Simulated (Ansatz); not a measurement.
Cartesian coordinates in Å:
```
C -0.468 -0.279 1.481
C 0.441 0.120 0.595
Si 0.156 -0.027 -1.224
Br 0.152 1.994 -2.164
H -1.421 -0.698 1.172
H -0.303 -0.206 2.552
H 1.378 0.541 0.955
H 1.232 -0.793 -1.898
H -1.166 -0.652 -1.469
```

Charge 0, multiplicity 1.

Task: List the PBE/def2-TZVPP orbital energies in eV (the Gaussian-basis code of Ansatz). (Estimate.)

Result: Ansatz gave: Occupied: -13088.74, -1780.44, -1681.88, -1516.25, -1516.18, -1516.18, -269.55, -269.27, -228.67, -170.83, -170.63, -170.62, -138.11, -94.91, -94.81, -94.80, -67.50, -67.44, -67.44, -67.29, -67.29, -19.47, -19.11, -14.74, -13.03, -11.48, -10.25, -9.12, -8.91, -8.26, -7.35, -7.01, -6.96. Lowest empty: -1.99, -0.43, 0.11, 0.65, 0.83, 1.28, 1.64, 2.98.
